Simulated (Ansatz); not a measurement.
Z-matrix (Å, degrees):
```
C
S 1 1.823
N 1 1.441 2 111.2
H 1 1.098 2 104.5 3 -125.3
H 1 1.090 2 107.9 3 119.8
B 2 1.757 1 103.7 3 -70.5
H 3 1.013 1 110.6 2 174.3
H 3 1.012 1 111.1 2 -65.6
H 6 1.193 2 116.3 1 178.6
H 6 1.192 2 120.7 1 -2.5
```

The species carries charge 0 and has multiplicity 1.

Task: List the ωB97M-V/def2-TZVPP orbital energies in eV (Ansatz). (Estimate.)

Result: The calculation gave: Occupied: -2426.80, -394.54, -283.10, -220.80, -187.96, -163.90, -163.78, -163.78, -28.03, -24.01, -20.50, -17.13, -16.10, -15.48, -14.53, -13.11, -11.91, -10.76, -10.15, -9.64. Lowest empty: 0.89, 2.29, 3.16, 3.37, 3.54, 3.70, 4.17, 4.53.
